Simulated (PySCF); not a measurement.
Correlation energy of Te⁻ (tellurium, charge -1)

[Kr] 4d10 5s2 5p5, 2P determinant. Computed with PySCF 2.14 in aug-cc-pwCVDZ-PP with ECP28MDF (6s5p4d1f, 48 functions), with a scalar-relativistic core potential. Frozen: 4s2 4p6 4d10; 7 electrons correlated.

MP2 pair energies summed by pair of shells (mhartree):

```tsv
pair	energy	share (%)
5p-5p	-58.27	62.9
5s-5p	-28.19	30.5
5s-5s	-6.13	6.6
```

Total MP2 correlation energy: -92.59 mhartree.

Same-spin part -23.01 and opposite-spin part -69.57 mhartree; SCS-MP2 scales them by 1/3 and 6/5 to -91.16 mhartree.
